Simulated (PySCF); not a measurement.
First SCF of a structure search on triplet Mo3, at a hand-made linear chain geometry. PySCF input:

```python
from pyscf import gto, scf, dft
mol = gto.M(atom='''
Mo     0.000000     0.000000     0.000000
Mo     0.000000     0.000000     2.622000
Mo     0.000000     0.000000    -2.622000''',
    basis={'Mo': 'def2-TZVP'},
    ecp={'Mo': 'def2-TZVP'},
    charge=0, spin=2)
mf = dft.UKS(mol, xc='PBE0')
mf.grids.atom_grid = (50, 194)
aux = {'Mo': 'def2-universal-JKFIT'}
mf = mf.density_fit(auxbasis=aux)
mf.conv_tol = 1e-08
mf.diis_space = 10
mf.max_cycle = 60
mf.init_guess = 'minao'
mf.verbose = 4
mf.kernel()
```

Excerpt of the output (cycles alone); where DIIS stalls, ADIIS, DIIS with a small level shift and a second-order solver take over in turn:

```
init E= -184.831235570025
cycle= 1 E= -201.611781074773  delta_E= -16.8  |g|= 2.11  |ddm|=  4.7
cycle= 2 E= -193.316378739795  delta_E=  8.3  |g|= 3.95  |ddm|=    7
cycle= 3 E= -202.327144037968  delta_E= -9.01  |g|= 1.52  |ddm|=  5.9
cycle= 4 E= -199.259439871733  delta_E= 3.07  |g|= 2.92  |ddm|= 2.65
cycle= 5 E= -202.273761638506  delta_E= -3.01  |g|= 2.04  |ddm|= 1.28
cycle= 6 E= -201.61399668952  delta_E= 0.66  |g|= 2.33  |ddm|= 0.232
cycle= 7 E= -202.71482604614  delta_E= -1.1  |g|= 1.81  |ddm|= 0.398
cycle= 8 E= -203.09362466287  delta_E= -0.379  |g|= 1.54  |ddm|= 0.297
cycle= 9 E= -203.373930980082  delta_E= -0.28  |g|= 1.31  |ddm|= 0.274
cycle= 10 E= -203.742043278369  delta_E= -0.368  |g|=    1  |ddm|= 0.281
cycle= 11 E= -204.071993879757  delta_E= -0.33  |g|= 0.573  |ddm|= 0.534
cycle= 12 E= -204.224928937707  delta_E= -0.153  |g|= 0.258  |ddm|= 0.322
cycle= 13 E= -204.254873904762  delta_E= -0.0299  |g|= 0.163  |ddm|= 0.376
... 11 lines left out ...
cycle= 25 E= -204.276229094546  delta_E= 1.43e-06  |g|= 0.00065  |ddm|= 0.00351
cycle= 26 E= -204.276227544475  delta_E= 1.55e-06  |g|= 0.000486  |ddm|= 0.00777
cycle= 27 E= -204.276226037084  delta_E= 1.51e-06  |g|= 0.000339  |ddm|= 0.0103
cycle= 28 E= -204.27622612191  delta_E= -8.48e-08  |g|= 0.000144  |ddm|= 0.00429
cycle= 29 E= -204.276226219048  delta_E= -9.71e-08  |g|= 0.000124  |ddm|= 0.00119
cycle= 30 E= -204.276226309448  delta_E= -9.04e-08  |g|= 5.33e-05  |ddm|= 0.00159
cycle= 31 E= -204.276226329901  delta_E= -2.05e-08  |g|= 3.19e-05  |ddm|= 0.000783
cycle= 32 E= -204.276226336718  delta_E= -6.82e-09  |g|= 6.03e-05  |ddm|= 0.000647
Extra cycle  E= -204.27622612977  delta_E= 2.07e-07  |g|= 0.000549  |ddm|= 0.000669
SCF not converged.
init E= -184.831235570025
cycle= 1 E= -201.611781074773  delta_E= -16.8  |g|= 2.11  |ddm|=  4.7
cycle= 2 E= -193.316378739795  delta_E=  8.3  |g|= 3.95  |ddm|=    7
cycle= 3 E= -202.138327006162  delta_E= -8.82  |g|= 1.58  |ddm|= 5.83
cycle= 4 E= -202.022674869743  delta_E= 0.116  |g|= 2.03  |ddm|= 2.31
cycle= 5 E= -203.798988500577  delta_E= -1.78  |g|= 0.88  |ddm|= 1.85
cycle= 6 E= -204.033711224539  delta_E= -0.235  |g|= 0.511  |ddm|= 1.52
cycle= 7 E= -203.522379858673  delta_E= 0.511  |g|= 1.23  |ddm|=  1.3
cycle= 8 E= -204.15668850942  delta_E= -0.634  |g|= 0.27  |ddm|= 0.968
cycle= 9 E= -204.023716139595  delta_E= 0.133  |g|= 0.663  |ddm|= 0.806
cycle= 10 E= -204.234611363769  delta_E= -0.211  |g|= 0.203  |ddm|= 0.318
cycle= 11 E= -203.702380239649  delta_E= 0.532  |g|= 1.01  |ddm|= 0.842
cycle= 12 E= -204.197461935108  delta_E= -0.495  |g|= 0.367  |ddm|= 0.472
cycle= 13 E= -204.269904684115  delta_E= -0.0724  |g|= 0.0573  |ddm|= 0.304
cycle= 14 E= -204.256786647992  delta_E= 0.0131  |g|= 0.188  |ddm|= 0.23
cycle= 15 E= -204.276094038425  delta_E= -0.0193  |g|= 0.0171  |ddm|= 0.152
cycle= 16 E= -204.277816767545  delta_E= -0.00172  |g|= 0.0325  |ddm|= 0.114
cycle= 17 E= -204.270991452405  delta_E= 0.00683  |g|= 0.127  |ddm|= 0.151
cycle= 18 E= -204.279779869961  delta_E= -0.00879  |g|= 0.0188  |ddm|= 0.0922
cycle= 19 E= -204.27833076296  delta_E= 0.00145  |g|= 0.071  |ddm|= 0.117
cycle= 20 E= -204.280983196431  delta_E= -0.00265  |g|= 0.0211  |ddm|= 0.0742
SCF not converged.
init E= -204.280983196431
cycle= 1 E= -204.280108117898  delta_E= 0.000875  |g|= 0.055  |ddm|= 0.0763
cycle= 2 E= -204.270891683591  delta_E= 0.00922  |g|= 0.148  |ddm|= 0.181
cycle= 3 E= -204.281284283128  delta_E= -0.0104  |g|= 0.0379  |ddm|= 0.105
cycle= 4 E= -204.282272077541  delta_E= -0.000988  |g|= 0.01  |ddm|= 0.0317
cycle= 5 E= -204.282640340224  delta_E= -0.000368  |g|= 0.00582  |ddm|= 0.0397
cycle= 6 E= -204.283221592764  delta_E= -0.000581  |g|= 0.00571  |ddm|= 0.081
cycle= 7 E= -204.283522108156  delta_E= -0.000301  |g|= 0.00406  |ddm|= 0.0462
cycle= 8 E= -204.283771911518  delta_E= -0.00025  |g|= 0.00337  |ddm|= 0.0454
cycle= 9 E= -204.2841139612  delta_E= -0.000342  |g|= 0.00489  |ddm|= 0.0842
cycle= 10 E= -204.284310406747  delta_E= -0.000196  |g|= 0.00398  |ddm|= 0.0586
cycle= 11 E= -204.284422417155  delta_E= -0.000112  |g|= 0.00294  |ddm|= 0.0432
cycle= 12 E= -204.284495240433  delta_E= -7.28e-05  |g|= 0.00214  |ddm|= 0.0389
cycle= 13 E= -204.284533728465  delta_E= -3.85e-05  |g|= 0.00152  |ddm|= 0.0266
cycle= 14 E= -204.284551939853  delta_E= -1.82e-05  |g|= 0.00164  |ddm|= 0.0187
cycle= 15 E= -204.284563156167  delta_E= -1.12e-05  |g|= 0.00129  |ddm|= 0.0164
cycle= 16 E= -204.284567770291  delta_E= -4.61e-06  |g|= 0.000572  |ddm|= 0.00747
cycle= 17 E= -204.284569748556  delta_E= -1.98e-06  |g|= 0.000477  |ddm|= 0.00561
cycle= 18 E= -204.284570807751  delta_E= -1.06e-06  |g|= 0.000367  |ddm|= 0.00424
cycle= 19 E= -204.284571379456  delta_E= -5.72e-07  |g|= 0.000336  |ddm|= 0.00198
cycle= 20 E= -204.284571529952  delta_E= -1.5e-07  |g|= 0.000465  |ddm|= 0.000955
cycle= 21 E= -204.284571653788  delta_E= -1.24e-07  |g|= 0.000562  |ddm|= 0.00075
cycle= 22 E= -204.284571653727  delta_E= 6.05e-11  |g|= 0.000645  |ddm|= 0.000306
cycle= 23 E= -204.284571520652  delta_E= 1.33e-07  |g|= 0.000727  |ddm|= 0.00021
cycle= 24 E= -204.284571213598  delta_E= 3.07e-07  |g|= 0.00074  |ddm|= 0.000861
cycle= 25 E= -204.284570899498  delta_E= 3.14e-07  |g|= 0.000679  |ddm|= 0.000898
cycle= 26 E= -204.284570835942  delta_E= 6.36e-08  |g|= 0.000492  |ddm|= 0.00103
cycle= 27 E= -204.284570752981  delta_E= 8.3e-08  |g|= 0.00038  |ddm|= 0.000708
cycle= 28 E= -204.284570739401  delta_E= 1.36e-08  |g|= 0.000268  |ddm|= 0.000435
cycle= 29 E= -204.284570743719  delta_E= -4.32e-09  |g|= 0.000172  |ddm|= 0.000233
cycle= 30 E= -204.28457075071  delta_E= -6.99e-09  |g|= 0.000162  |ddm|= 0.00056
SCF not converged.
macro= 0  E= -204.284570820349  delta_E= -6.96397e-08  |g|= 0.000162229  1 KF 9 JK
macro= 1  E= -204.28457082035  delta_E= -2.84217e-13  |g|= 3.42158e-05  1 KF 2 JK
macro X = 2  E=-204.28457082035  |g|= 3.42158e-05  total 3 KF 14 JK
converged SCF energy = -204.28457082035  <S^2> = 7.3542532  2S+1 = 5.5151621
```

This is not the lowest solution: another start and a stability analysis within the same unrestricted form found one 97.9 kJ/mol lower, at -204.32188 Eh.

Other spin states or occupations of the open shell can lie lower.

The search for the lowest solution, 3 starts and the stability check together, took 36 s on 4 threads of a shared Arm Neoverse V1 host, with 120 basis functions; the process peaked at 0.55 GiB.
